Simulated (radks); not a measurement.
Values are calculated unless marked as measured or tabulated.
All-electron atom: Ni V in [Ne] 3s1 3p6 3d6 4d1 (not the ground configuration). Code: a radial shooting solver on a logarithmic mesh with Libxc functionals. Model: scalar-relativistic Kohn-Sham, PBE, spin-polarised, spherical densities, finite nucleus; open shells are filled with parallel spins first; Fermi nuclear charge, rms radius 3.7757 fm. Some entries of the table are withheld. Estimate them.

orbital,occ.,eigenvalue (eV),<r^2> (bohr^2)
1s up,1,-8295.914,0.003935
1s down,1,-8295.254,0.003935
2s up,1,-1065.009,0.07086
2s down,1,-1061.463,0.07057
2p up,3,-927.6936,0.05696
2p down,3,-924.8683,0.05666
3s up,1,-190.0997,0.5924
3s down,0,-182.2801,0.6016
3p up,3,(1),0.6419
3p down,3,(2),0.6565
3d up,5,(3),0.7645
3d down,1,(4),0.8127
4s up,0,-53.0721,3.948
4s down,0,-50.1541,3.994
4p up,0,-43.1388,4.897
4p down,0,-40.2846,4.919
4d up,1,-28.9593,7.738

Answer. 
(1) 3p up eigenvalue (eV): -149.5964
(2) 3p down eigenvalue (eV): -141.9926
(3) 3d up eigenvalue (eV): -84.3518
(4) 3d down eigenvalue (eV): -77.0837
